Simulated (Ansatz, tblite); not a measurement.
Forces on Ge6Bi⁺ at its PBE-D4/def2-SVP geometry. The state is a singlet with charge 1.

In the def2 sets Bi takes a core potential; there is no spin–orbit coupling. The xTB rows come from tblite. The restricted singlet is unstable towards broken spin symmetry in Hartree–Fock (as tested in another run); at PBE-D4/def2-TZVP this wasn't settled. Another isomer (singlet) lies 1.33 eV lower at PBE0-D4/def2-TZVP; other spin states weren't run for this one.

GFN1-xTB (tblite), largest force 1.62 eV/Å:

```xyz
7
positions Å, forces eV/Å
Bi    0.793   -1.732    0.900   -0.532    1.019   -0.762
Ge   -0.778    1.384   -1.230    0.470   -1.162    0.396
Ge    2.233    1.166    0.122   -1.283   -0.937   -0.231
Ge    0.071    1.008    1.315   -0.055   -0.618   -0.843
Ge   -2.106   -0.164    1.381    1.268   -0.153   -0.970
Ge   -1.457   -1.244   -0.851    0.579    1.081    1.056
Ge    1.244   -0.418   -1.637   -0.446    0.770    1.355
```

GFN2-xTB (tblite), largest force 1.58 eV/Å:

```
Bi -0.608 1.193 -0.838
Ge 0.303 -0.726 0.286
Ge -0.471 -0.516 -0.274
Ge 0.066 -0.567 -0.372
Ge 0.459 -0.226 -0.540
Ge 0.744 0.610 0.688
Ge -0.493 0.232 1.049
```

PBE-D4/def2-TZVP (Ansatz), largest force 0.25 eV/Å:

```
Bi -0.094 0.189 -0.125
Ge 0.031 -0.068 0.054
Ge -0.047 -0.050 -0.016
Ge 0.011 -0.087 -0.055
Ge 0.051 -0.017 -0.044
Ge 0.077 0.032 0.076
Ge -0.029 -0.001 0.111
```
